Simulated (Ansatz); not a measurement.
## Telling isomers of GeH4S2 apart by their spectra

These gas-phase data were calculated for one isomer of GeH4S2 at PBE0-D4/def2-SVP (harmonic, unscaled wavenumbers; equilibrium rotational constants with average atomic masses):

| Property | Result |
| --- | --- |
| rotational constants | 9.35, 1.836, 1.582 GHz |
| all wavenumbers above 1500 cm⁻¹ | 2670, 2178, 2168, 2157 |

Candidates:

(1) `[SH][GeH2][SH]`, a singlet
(2) `S[S][GeH3]`, a singlet

Problem. Assign the data to one candidate and say why.

Solution. Candidate (2). 1 mode lies between 2500 and 2800 cm⁻¹, one for each S–H bond, while (1) has 2.

The same quantities for all candidates:

|  | rotational constants (GHz) | wavenumbers above 1500 cm⁻¹ | E above the lowest, PBE0-D4/def2-SVP (kcal/mol) |
| --- | --- | --- | --- |
| (1) | 8.092, 2.13, 1.763 | 2719, 2719, 2200, 2155 | 0.0 |
| (2) | 9.35, 1.836, 1.582 | 2670, 2178, 2168, 2157 | 23.3 |

Each candidate is one conformer. Programs: Ansatz 0.2.0.
